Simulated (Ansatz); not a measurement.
`BOB1CO1` + H₂ → `B1CO1` + `BO` at 600 K and 1 bar (hydrogenolysis of a B–O bond).

Computed with Ansatz on PBE0-D4/def2-TZVP structures; ΔE is electronic, products minus reactants. CCSD(T)/CBS is the MP2 limit (def2-TZVPP, def2-QZVPP) plus CCSD(T) − MP2 in def2-TZVPP, frozen cores. This one scheme is used for every species. One conformer a species, not always the lowest.

```
  species  CCSD(T)/CBS energy (Eh)  H − E (kJ/mol)  S (J/(mol·K))
`BOB1CO1`               -240.45540           209.3          397.0
       H₂                 -1.17544            43.9          150.8
  `B1CO1`               -139.80191           141.7          292.0
     `BO`               -101.80414           119.7          267.1
```

H − E and S are ideal-gas, rigid-rotor, harmonic terms from PBE0-D4/def2-TZVP, for one conformer and one mirror image of each species. The MP2-based limit puts H₂ 0.8 mEh under its directly extrapolated value; such offsets cancel only in part. 1 Eh = 2625.50 kJ/mol, R = 8.31446 J/(mol·K).

Task: By hand: ΔE, ΔH, ΔS and ΔG.

Result: ΔE = (-139.80191) + (-101.80414) − (-240.45540) − (-1.17544) = 0.02479 Eh = 65.1 kJ/mol. Δ(H − E) = 141.7 + 119.7 − 209.3 − 43.9 = 8.2, so ΔH = 73.3 kJ/mol. ΔS = 292.0 + 267.1 − 397.0 − 150.8 = 11.3 J/(mol·K). ΔG = 73.3 − 600 × (11.3)/1000 = 66.5 kJ/mol.

Task: By hand: the equilibrium constant, and the temperature at which ΔG would vanish if ΔH and ΔS stayed fixed.

Result: log₁₀ K = −ΔG/(RT ln 10) = -5.8. ΔG = 0 at ΔH/ΔS = 6487 K, far beyond where these terms or the molecules hold.

The number of gas molecules stays the same, so ΔS is small and ΔH decides. A doubt of 5 kJ/mol in ΔE shifts log₁₀ K by 0.4 here. Other conformers and mirror images would add mixing entropy, several J/(mol·K) or more a flexible species. Modes under 60 cm⁻¹, often nearly free rotors, make the harmonic entropy too high. These are equilibria of isolated gas molecules and say nothing of rates. Largest T1 diagnostic: 0.016 (customary marks: 0.02 for closed shells, 0.045 for open ones).
